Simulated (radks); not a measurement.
Initial-state core-level shifts of the lead ion Pb2+ when its valence configuration changes from [Hg]. Calculated with a radial shooting solver on a logarithmic mesh with Libxc functionals: Dirac Kohn-Sham, LDA (Slater exchange, Perdew-Wang correlation), spin-unpolarised, spherical densities, finite nucleus; open shells fill j = l - 1/2 first; Fermi nuclear charge, rms radius 5.5012 fm. Shifts are changes of the shell-averaged eigenvalues in eV (positive: less bound); the change of the density at the nucleus, which sets a Mossbauer isomer shift, is in e/bohr^3, on a base of 2.725e+06.

| valence | 2s | 4p | 4d | 5p | density at nucleus |
|---|---|---|---|---|---|
| [Xe] 4f14 5d10 6s1 6p1 | -1.268 | -1.287 | -1.286 | -1.253 | -272.7 |
| [Xe] 4f14 5d9 6s1 6p2 | -7.099 | -6.959 | -6.953 | -6.257 | -203.4 |
| [Xe] 4f14 5d10 6p2 | -2.501 | -2.539 | -2.536 | -2.471 | -555.5 |
| [Xe] 4f13.5 5d10 6s2 6p0.5 | -10.668 | -9.981 | -9.677 | -4.339 | +157.5 |
| [Xe] 4f13.5 5d10 6s1 6p1.5 | -11.910 | -11.243 | -10.937 | -5.562 | -128.9 |
| [Xe] 4f13.5 5d10 6p2.5 | -13.488 | -12.836 | -12.528 | -7.112 | -435.0 |
| [Xe] 4f13 5d10 6s2 6p1 | -21.562 | -20.106 | -19.494 | -8.715 | +320.4 |
| [Xe] 4f14 5d9 6s2 6p1 | -5.886 | -5.728 | -5.724 | -5.070 | +90.3 |
| [Xe] 4f14 5d10 6s1.5 6p0.5 | -0.639 | -0.648 | -0.647 | -0.631 | -135.2 |
